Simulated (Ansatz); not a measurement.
Reaction (cleavage of the Si–Ga bond): `C[SiH2][Ga]([F])[Cl]` + PH₃ → `C[SiH2]P` + `[F][GaH][Cl]`

Calculated with Ansatz (gas phase, PBE0-D4/def2-TZVP geometries, no zero-point term in ΔE). CCSD(T)/CBS adds triple-zeta CCSD(T) − MP2 to the extrapolated MP2 energy (def2 sets, frozen cores). This one scheme is used for every species. Functionals use def2-TZVPP. HSE06 is defined as in plane-wave codes. For Ga outer-core shells are correlated without core-valence functions, which leaves a few kJ/mol of doubt a bond. Scalar relativity is left out up to krypton. One conformer a species, not always the lowest.

`C[SiH2][Ga]([F])[Cl]`:

Cartesian coordinates in Å:
```
C -1.578 -0.094 -0.476
Si 0.213 0.396 -0.700
Ga 1.540 -0.269 1.183
F 0.830 -1.095 2.561
Cl 3.645 0.021 1.457
H -2.001 0.377 0.413
H -2.165 0.217 -1.343
H -1.675 -1.175 -0.364
H 0.819 -0.248 -1.896
H 0.373 1.869 -0.834
```

PH₃:

Cartesian coordinates in Å:
```
P 0.253 0.340 -0.397
H 0.810 0.103 0.887
H -0.021 -1.036 -0.617
H -1.042 0.593 0.126
```

`C[SiH2]P`:

Z-matrix (Å, degrees):
```
C
Si 1 1.871
H 1 1.092 2 110.9
H 1 1.093 2 110.6 3 119.8
H 1 1.092 2 110.8 3 -120.1
P 2 2.258 1 109.3 3 62.8
H 2 1.489 1 110.5 3 179.8
H 2 1.489 1 110.2 3 -61.1
H 6 1.421 2 93.9 1 -75.8
H 6 1.421 2 94.0 1 -169.5
```

`[F][GaH][Cl]`:

```xyz
4

F     0.083    1.053    1.361
Ga   -0.019    0.116   -0.106
Cl    0.151   -1.974    0.216
H    -0.215    0.805   -1.471
```

```csv
level,ΔE (kJ/mol),difference from CCSD(T)/CBS
LDA (SPW92),11.6,0.2
PBE-D4,14.7,3.3
revPBE-D4,11.6,0.2
PBE0-D4,11.2,-0.2
r2SCAN0-D4,8.1,-3.3
HSE06-D4,11.3,-0.1
CAM-B3LYP-D4,13.5,2.1
ωB97X-V,9.1,-2.3
ωB97M-V,9.9,-1.5
B2PLYP,12.6,1.2
BHLYP,12.4,1.0
CAM-B3LYP,13.1,1.7
LC-ωPBE,6.7,-4.7
HF/def2-TZVPP,7.4,-4.0
MP2/CBS(def2),7.0,-4.4
CCSD/CBS(def2),11.6,0.2
CCSD(T)/CBS,11.4,0
```

Largest T1 diagnostic among the species: 0.013.

Leaving LDA and LC-ωPBE aside and taking each functional with its dispersion term where it has one, the values, not all of them listed here, spread over 15.7 kJ/mol, from B97M-V to BLYP-D4. LDA lies −3.4 kJ/mol from PBE without D4. At CCSD(T), def2-SVP lies +4.5 kJ/mol from the extrapolated value and def2-TZVPP −0.2 kJ/mol.
